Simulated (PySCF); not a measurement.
```xyz
4
charge -1 multiplicity 1, angstrom
Be    0.0000    0.0000    0.0000
F     1.4746    0.0000    0.0000
F    -0.7373    1.2771    0.0000
F    -0.7373   -1.2771    0.0000
```

Computed with PBE0/[Be def2-TZVPD, F def2-TZVPD], no relativity, density fitting, PySCF.

This geometry of BeF₃⁻ is a stationary point at this level.

What is the point group?

D3h.

Is it a minimum?

Yes: all harmonic wavenumbers are real.

List the harmonic modes with their infrared intensities.


```csv
symmetry,ω (cm⁻¹),"IR (km/mol, summed over degenerate members)"
e',316,17.1
a2'',530,113
a1',597,0.0
e',1060,706
```

In D3h the vibrations span 2e' + a2'' + a1'. The a1' mode carries no infrared intensity, as symmetry demands.

Only a few start shapes were tried, so a lower isomer may exist. The lowest empty level of this anion is unbound, so it and the gap depend on the basis.
